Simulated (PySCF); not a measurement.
Species: C4H4F3S (doublet state).
Geometry (GFN2-xTB, Å), atoms numbered from 1 in this order:
```xyz
12
C4H4F3S angstrom
C      2.3620   -0.3214    0.0680
S      0.9444   -1.2171   -0.1260
C     -0.3457   -0.0348    0.0760
C     -0.2311    1.2038    0.5524
C     -1.6660   -0.5824   -0.3927
F     -2.6868    0.2474   -0.1405
F     -1.6816   -0.8074   -1.7183
F     -1.9733   -1.7510    0.1906
H      2.3932    0.7203   -0.1753
H      3.2643   -0.8955    0.1142
H     -1.0850    1.8546    0.6134
H      0.7069    1.5829    0.9123
```

The hyperfine couplings belong to this conformer and change with its torsions.

The species is `[CH2]SC(=C)C(F)(F)F` [radical].

Method: UKS B3LYP, pcH-1 on C F H S, non-relativistic, mean-field spin-orbit, GIAO (PySCF 2.14.0). Geometry: GFN2-xTB, one conformer, isolated molecule. Couplings are sensitive to structure, and on GFN2-xTB geometries they can be far from those on DFT ones. Stability of the SCF solution: not tested.

The largest Mulliken spin populations are on C1 (+0.83), C4 (+0.14) and S2 (+0.14). The angles at C1 add up to 356.8°, so it is nearly planar; its axial dipolar tensor and the negative couplings of its protons fit spin in a p orbital normal to that plane.

Q: McConnell's relation a(H) = Q·ρ ties the coupling of a proton on a planar π carbon to the spin population of that carbon. What Q do the computed values give?

A: 
```json
{"H": "H9", "C": "C1", "ρ(C)": "+0.833", "a(H) (G)": "-13.66", "a/ρ (G)": "-16.4"}
{"H": "H10", "C": "C1", "ρ(C)": "+0.833", "a(H) (G)": "-18.27", "a/ρ (G)": "-21.9"}
{"H": "H11", "C": "C4", "ρ(C)": "+0.143", "a(H) (G)": "-3.19", "a/ρ (G)": "-22.2"}
{"H": "H12", "C": "C4", "ρ(C)": "+0.143", "a(H) (G)": "-3.20", "a/ρ (G)": "-22.3"}
```

A least-squares line through the origin gives Q = -19.2 G with Mulliken populations.

Couplings in gauss use g_iso = 2.0042.
